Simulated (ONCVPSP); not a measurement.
## lanthanum (La), ONCV: configuration errors across variants

ONCVPSP 4.0.1 input, shortened (lines: element, Z, core and valence counts, functional; n l f; lmax; l rc ep ncon nbas qcut; lloc lpopt rc5 dvloc0; l nproj debl; icmod fcfact rcfact), LDA (Perdew-Zunger), fully relativistic:

```
  La 57.00    9    4        3      upf
    1    0    2.00
    2    0    2.00
    2    1    6.00
    3    0    2.00
    3    1    6.00
    3    2   10.00
    4    0    2.00
    4    1    6.00
    4    2   10.00
    5    0    2.00
    5    1    6.00
    5    2    1.00
    6    0    2.00
    3
    0    2.30    0.00    3    6    5.20
    1    2.40    0.00    4    7    5.90
    2    4.00    0.00    5   10    4.10
    3    3.65    0.30    4    9    2.90
    4    5    1.55    2.00
    0    2    3.60
    1    2    1.60
    2    1    1.40
    3    2    1.50
    2    0.15    0.95
```

Open shells are filled in proportion to 2j + 1.

In the f channel the program set the typed energies aside and used -0.164, 1.336 Ha (j = l + 1/2; the other j can differ).

All-electron excitation energies from the reference (eV): (1) 5s2 5p6 5d1 6s1 6.162; (2) 5s2 5p6 5d1 6s0 17.312; (3) 5s2 5p6 5d0 6s0 36.402; (4) 4f1 5s2 5p6 5d1 6s0 7.114.

2 further variants failed, have other tests or too few solved ones, and are left out.

A true bound ghost makes a file unfit for plane-wave use even where its test errors are small: the radial tests pick states by their node count and pass the ghost by.

Errors AE − PS in meV (a dash: test not solved or not reliable):

| change | (1) | (2) | (3) | (4) | bound ghosts | GHOST(+) flags above zero |
| --- | --- | --- | --- | --- | --- | --- |
| base | -0.5 | -4.0 | +23 | +2193 | none | s |
| s: qcut 3.3; p: qcut 3.7; d: qcut 2.6; f: qcut 1.8 | -2.9 | -22 | +134 | +2337 | f7/2, f5/2 | s, d5/2, f7/2, d3/2, f5/2 |
| s: qcut 3.8; p: qcut 4.4; d: qcut 3; f: qcut 2.1 | -1.9 | -14 | +83 | +2348 | f7/2, f5/2 | f7/2, f5/2 |
| s: qcut 5; p: qcut 5.7; d: qcut 3.9; f: qcut 2.8 | -0.6 | -5.0 | +29 | +2226 | none | s |
| s: qcut 5.5; p: qcut 6.3; d: qcut 4.4; f: qcut 3.1 | -0.4 | -2.8 | +17 | +2133 | none | s |
| s: qcut 6.1; p: qcut 6.9; d: qcut 4.8; f: qcut 3.4 | -0.2 | -1.7 | +14 | +2041 | none | s |
| s: qcut 6.4; p: qcut 7.3; d: qcut 5.1; f: qcut 3.6 | -0.3 | -1.9 | +13 | +1978 | none | s |

Question: Give the same row for: s: qcut 4.5; p: qcut 5.1; d: qcut 3.5; f: qcut 2.5.

Answer: -1.0, -7.8, +45, +2297; bound ghosts: f7/2, f5/2; GHOST(+) flags above zero: s, f7/2, f5/2.
